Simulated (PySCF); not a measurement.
**[InO2]-: from structure and modes to constants**

Computed with BP86 in PySCF with In def2-TZVPD with ECP28, O def2-TZVPD; scalar-relativistic core potentials, no spin–orbit coupling; density-fitted integrals.

The singlet minimum has D∞h symmetry. Masses (u): In 114.90388, O 15.99492.

```xyz
3
charge -1 multiplicity 1, angstrom
In    0.0000    0.0000    0.0000
O     0.0000    0.0000    1.8950
O     0.0000    0.0000   -1.8950
```

Harmonic wavenumbers (cm⁻¹): 156.0 (πu, ×2), 647.9 (σg+, ×1), 741.2 (σu+, ×1).

(1) What is the harmonic zero-point energy?

(2) Give the standard entropy (298.15 K, 1 bar) by its translational, rotational, vibrational and spin parts, and Cp.

(3) Find the bond force constant k and the stretch–stretch coupling k′ of the valence force field.

Answers

(1) Half the sum of all 4 wavenumbers, 1701/2 = 851 cm⁻¹, which is 10.2 kJ/mol (1 cm⁻¹ = 0.0119627 kJ/mol).

(2) Sackur–Tetrode with M = 146.89 u gives 171.1; rotation with symmetry number 2 gives 62.9; vibration 24.4; spin R ln 1 = 0.0. The total is 258.3 J/(mol K), and Cp = 7/2 R + 22.9 = 52.0 J/(mol K).

(3) For linear XMX, 4π²c²ω(σg)² = (k + k′)/mX and 4π²c²ω(σu)² = (k − k′)(1 + 2mX/mM)/mX. So k + k′ = 3.956 and k − k′ = 4.050 mdyn/Å, giving k = 4.003 and k′ = -0.047 mdyn/Å.

Other isomers or separated fragments may lie lower. The lowest empty level of this anion is unbound, so it and the gap depend on the basis.
